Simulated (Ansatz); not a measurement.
A set of 12 reactions (redistribution), with CCSD(T)/CBS values in kJ/mol:

```csv
reaction,ΔE
`[ZnH][O][GeH3]` + `O=C(S)N[SiH3]` → `O=C(S)[NH][GeH3]` + `[SiH3][O][ZnH]`,-51.1
`C[SiH2]C[SiH2]F` + `O[SiH](O)S[SiH2]Cl` → `C[SiH2]C[SiH2]O` + `O[SiH](F)S[SiH2]Cl`,7.0
`OB[Si](F)([SiH3])Cl` + `F[SiH](F)[AlH2]` → `OB[SiH](F)[AlH2]` + `F[Si](F)([SiH3])Cl`,-6.5
`[SiH3]CC[SiH2]Cl` + `F[SiH2]P` → `P[SiH2]Cl` + `F[SiH2]CC[SiH3]`,-0.1
`[OH][Mg][SH]` + `[OH][Al]([OH])[Br]` → `[OH][Mg][Br]` + `[OH][Al]([OH])[SH]`,-24.1
`CO[SiH2]CN` + `[SiH3][O][GeH2][SiH3]` → `CO[SiH2]O[SiH3]` + `N[CH2][GeH2][SiH3]`,-86.1
`CO[SiH]([SiH3])Cl` + `O[SiH]1C=N1` → `CO[SiH2][SiH3]` + `O[SiH]1N=C1Cl`,143.7
`C[SiH](F)Br` + `N[SiH2]S[SiH](N)F` → `N[SiH2][SiH](F)Br` + `CS[SiH](N)F`,153.9
`C=NB(C)[SiH3]` + `FC1=C[SiH2]O1` → `[SiH3]C1=C[SiH2]O1` + `C=NB(C)F`,-180.6
`[GeH3][SbH2]` + `O[SiH](O)C#C[SiH3]` → `O[SiH](O)C#[C][GeH3]` + `[SiH3][SbH2]`,31.8
`[ZnH][O][GeH3]` + `O[SiH](O)CCl` → `Cl[CH2][ZnH]` + `O[SiH](O)[O][GeH3]`,-52.4
`[OH][Ti]([OH])([F])[Cl]` + `ClC[SiH2][SnH3]` → `[OH][Ti]([OH])([Cl])[Cl]` + `FC[SiH2][SnH3]`,54.4
```

Program: Ansatz. Geometries: PBE0-D4/def2-TZVP. ΔE: electronic, gas phase. CCSD(T)/CBS is the MP2 limit (def2-TZVPP, def2-QZVPP) plus CCSD(T) − MP2 in def2-TZVPP, frozen cores. This one scheme is used for every species. DFT in def2-TZVPP. B3LYP here is the variant with VWN-RPA as its local correlation; programs differ in this. Elements past krypton have def2 core potentials. For Br, Ge, Mg, Sb, Sn, Ti, Zn outer-core shells are correlated without core-valence functions, which leaves a few kJ/mol of doubt a bond. Scalar relativity is left out up to krypton. One conformer a species, not always the lowest.

Problem. Give the mean, mean absolute and largest difference (level minus CCSD(T)/CBS, kJ/mol) for: PBE-D4, PBE0-D4, B3LYP-D4, ωB97X-V, ωB97M-V, PBE, r2SCAN, B3LYP, CCSD/def2-TZVPP, CCSD(T)/def2-TZVPP, MP2/def2-QZVPP, SCS-MP2/def2-QZVPP, HF/CBS(def2), MP2/CBS(def2). (Best estimate.)

Solution. Ansatz gave: 
```
             level  mean  mean absolute  largest
            PBE-D4   2.1            8.1     37.4
           PBE0-D4   1.2            4.9     26.9
          B3LYP-D4   0.0            4.0     10.4
           ωB97X-V   1.1            3.1     12.3
           ωB97M-V   1.3            2.5      6.8
               PBE   1.4            9.0     37.5
            r2SCAN   1.1            4.8     24.0
             B3LYP  -1.0            5.3    -13.0
   CCSD/def2-TZVPP  -0.6            1.2     -2.9
CCSD(T)/def2-TZVPP  -0.3            1.6     -5.1
    MP2/def2-QZVPP   0.7            2.2     11.2
SCS-MP2/def2-QZVPP   0.0            1.8     -8.8
      HF/CBS(def2)  -2.7            5.8    -17.3
     MP2/CBS(def2)   0.7            2.4     10.8
```

The largest T1 diagnostic in the set is 0.024, for `[OH][Ti]([OH])([Cl])[Cl]` (customary mark 0.02).

CCSD(T)/CBS is a level of theory with its own doubt, and the functionals carry their triple-zeta basis error, so these figures describe this set and don't rank the functionals.
